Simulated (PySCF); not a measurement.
Species: C8H13F.
Numbering: `[F:1][CH2:2][C@H:3]1[CH2:4][CH2:5][C:6]12[CH2:7][CH2:8][CH2:9]2`

Probes without a nucleus sit at each ring's centroid and 1 Å off its mean plane on both sides; NICS is minus the shielding there, NICSzz its component along the normal. Level: GIAO PBE/pcSseg-1 (PySCF, non-relativistic, gas phase) on the PBE0-D3(BJ)/def2-SVP geometry, one conformer.

Ring bond lengths (Å): C3–C4 1.540, C4–C5 1.539, C5–C6 1.544, C6–C3 1.541; C6–C7 1.535, C7–C8 1.541, C8–C9 1.540, C9–C6 1.547.

Problem. Give the NICS values of each ring in ppm.

Solution. 
```csv
ring,type,NICS(0),"NICS(1), two faces","NICS(1)zz, two faces",rms pucker (Å),"centre to ring atoms, mean (Å)"
C3–C4–C5–C6,4-membered carbocycle; formal bonds all single,-3.1,-1.9 / -1.8,3.8 / 2.5,0.13,1.08
C6–C7–C8–C9,4-membered carbocycle; formal bonds all single,-2.9,-1.8 / -1.8,3.3 / 2.9,0.13,1.08
```

Problem. What can be read from them?

Solution. 
- C3–C4–C5–C6: mean NICS(1)zz 3.2 ppm, deshielded. C3, C4, C5, C6 have four or more neighbours; no verdict on aromaticity is drawn.
- C6–C7–C8–C9: mean NICS(1)zz 3.1 ppm, deshielded. C6, C7, C8, C9 have four or more neighbours, and the NICS criterion for π rings isn't applied.

Problem. What is the mean of the two in-plane components of NICS at the second NICS(1) probe listed for ring C3–C4–C5–C6, 1 Å off the ring?

Solution. The isotropic value is a third of the trace: (3 × -1.8 − (2.5))/2 = -4.0 ppm.

Problem. List the ring angles.

Solution. 
- C3–C4–C5–C6: C3 88.6°, C4 88.4°, C5 88.5°, C6 88.2°; sum 353.7° against 360° for a flat convex ring.
- C6–C7–C8–C9: C6 88.3°, C7 88.4°, C8 88.3°, C9 88.0°; sum 353.1° against 360° for a flat convex ring.

Problem. How do the values depend on the level or the medium?

Solution. 
```csv
level,"NICS(0), C3–C4–C5–C6","mean NICS(1)zz, C3–C4–C5–C6","NICS(0), C6–C7–C8–C9","mean NICS(1)zz, C6–C7–C8–C9"
"PBE/pcSseg-1, gas",-3.1,3.2,-2.9,3.1
"PBE0/pcSseg-1, gas",-3.2,3.0,-3.0,2.9
```

The geometry is the same throughout.

The values belong to the conformer `[F:1][CH2:2][C@H:3]1[CH2:4][CH2:5][C:6]12[CH2:7][CH2:8][CH2:9]2`: F1–C2–C3–C4 71°.
